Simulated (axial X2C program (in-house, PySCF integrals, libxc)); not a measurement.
# Spin–orbit effects down a group: molecules with H (ions), MP2

Computed with an in-house all-electron X2C program for linear molecules (integrals from PySCF), spin-free (one-electron X2C) or two-component (2c: spin–orbit coupling with atomic mean-field Coulomb and Gaunt terms, which also bring small scalar terms), in Dyall basis sets with cores contracted in-house; open shells are unrestricted.

Basis sets: Ag dyall-acv3z, Au dyall-acv3z, Cu dyall-acv3z, H dyall-av3z. Frozen shells (counts by l): CuH⁻ Cu 3s2p, H none, 13 electrons correlated; AgH⁻ Ag 4s3p1d, H none, 13 electrons correlated; AuH⁻ Au 5s4p2d1f, H none, 13 electrons correlated. Where the outer core of a metal is frozen, bonds come out longer and ionisation energies lower.

| molecule | spin-free state | Re (Å) | ωe (cm⁻¹) | De (eV) | 2c state | Re 2c (Å) | ωe 2c (cm⁻¹) | De 2c (eV) |
| --- | --- | --- | --- | --- | --- | --- | --- | --- |
| CuH⁻ | M_S = 1/2, Λ = 0 | 1.484 | 1785.4 | 2.11 | Ω = 1/2 | 1.484 | 1784.0 | 2.11 |
| AgH⁻ | M_S = 1/2, Λ = 0 | 1.668 | 1519.6 | 1.56 | Ω = 1/2 | 1.667 | 1518.2 | 1.56 |
| AuH⁻ | M_S = 1/2, Λ = 0 | 1.599 | 1895.7 | 1.44 | Ω = 1/2 | 1.594 | 1914.8 | 1.49 |

Fragments in 2c: Cu- + H, Ag- + H, Au- + H. Each entry is the lowest single determinant of a limited PBE0 search at one distance. De goes to single-determinant-based atoms at the same level (for ions the charge split of lowest energy) and is withheld (n/a) where an atom does not fit its ground term or J level. Main or longest-lived isotopes.
